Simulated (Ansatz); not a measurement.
# Worked example: C4H9Br + C2H3ClF2 → C5H12 + CBrClF2

Gas-phase species: C4H9Br (2-bromo-2-methylpropane) `CC(C)(C)Br`, singlet; C2H3ClF2 (1-chloro-1,1-difluoroethane) `CC(F)(F)Cl`, singlet; C5H12 (neopentane) `CC(C)(C)C`, singlet; CBrClF2 `FC(F)(Cl)Br`, singlet. The partners trade Br for CH3; both sit on C, so the bond types are kept.

Shapes, held fixed at every level: PBE0-D4/def2-TZVP. Programs: Ansatz 0.2.0. Electronic energies: no zero-point or thermal term.

At CCSD(T)/def2-TZVPP; 1 Eh = 2625.50 kJ/mol:

| species | energy (Eh) |
| --- | --- |
| C4H9Br | -2730.275173 |
| C2H3ClF2 | -737.090312 |
| C5H12 | -197.402711 |
| CBrClF2 | -3269.936163 |

Q: Work out ΔE of the reaction at this level.

A: 
1. Products less reactants: (-197.402711) + (-3269.936163) − [(-2730.275173) + (-737.090312)] = 0.026611 Eh = +69.9 kJ/mol.

Other levels give +59.1 (PBE-D4/def2-TZVPP) to +85.3 kJ/mol (HF/def2-TZVPP). No measured value is set beside it here. Relativity is left out for Br. Outer-core shells of Br are correlated, in sets that cover them unevenly.
